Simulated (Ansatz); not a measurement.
## Relative stability

Two relaxed structures of SiH₄O₂F (charge +1), singlet (PBE0-D4/def2-TZVP; forces vanish, vibrations not checked).

A:

```
8
angstrom
O 0.3598 -1.0000 -1.0595
Si -0.1858 0.2561 -0.4448
O 0.0508 0.1941 1.3451
F 1.2622 1.5003 -0.7380
H 1.9141 1.0554 -1.2617
H -1.2596 1.2440 -0.5574
H 0.4469 -0.6237 1.6964
H -0.3974 0.7159 2.0313
```

B:

```xyz
8
angstrom
O 0.2765 -1.2787 -0.9328
Si -0.4174 0.5063 -0.4693
O -0.0247 0.1601 1.4304
F 1.0778 1.0619 -0.6165
H -0.2815 -1.9432 -1.3610
H 1.1981 -1.3860 -1.2162
H -0.7227 0.1630 2.1006
H 0.8106 0.4640 1.8192
```

Computed with Ansatz 0.2.0 (basis: def2-TZVPP); correlated methods freeze the cores. B3LYP uses VWN-RPA correlation.

(1) Which structure is lower at CCSD(T), and by how much? (Judge from chemistry; the value comes from the calculation.)

T1 diagnostic: at most 0.015.

Results:

(1) By the calculation: B, by 41.77 kcal/mol (electronic energy, against the other). By their contacts, A is SiH₄O₂F ([O][SiH]([OH2])[FH]), total charge +1 and B is SiH₄O₂F ([OH2][Si]([OH2])[F]), total charge +1.

All methods give the same order:

```json
{"method": "PBE-D4", "E(B) − E(A) (kcal/mol)": "-41.53"}
{"method": "r2SCAN-D4", "E(B) − E(A) (kcal/mol)": "-38.75"}
{"method": "PBE0-D4", "E(B) − E(A) (kcal/mol)": "-43.14"}
{"method": "B3LYP-D4", "E(B) − E(A) (kcal/mol)": "-43.53"}
{"method": "wB97M-V", "E(B) − E(A) (kcal/mol)": "-45.69"}
{"method": "HF", "E(B) − E(A) (kcal/mol)": "-46.21"}
{"method": "MP2", "E(B) − E(A) (kcal/mol)": "-37.86"}
{"method": "CCSD", "E(B) − E(A) (kcal/mol)": "-43.25"}
{"method": "CCSD(T)", "E(B) − E(A) (kcal/mol)": "-41.77"}
```

Labels in which every atom is bracketed show which atoms are joined, not bond orders.

For scale, one of the runs: CCSD(T)/def2-TZVPP, 191 basis functions, launched by `ansatz run in.yaml --threads 2 --pin off --events-out ev --progress --plain --max-ram 4352MiB`. The run took 47 s on 2 CPU threads of an Intel Xeon Platinum 8223CL (shared host), with 2.2 GiB of host memory at its peak.
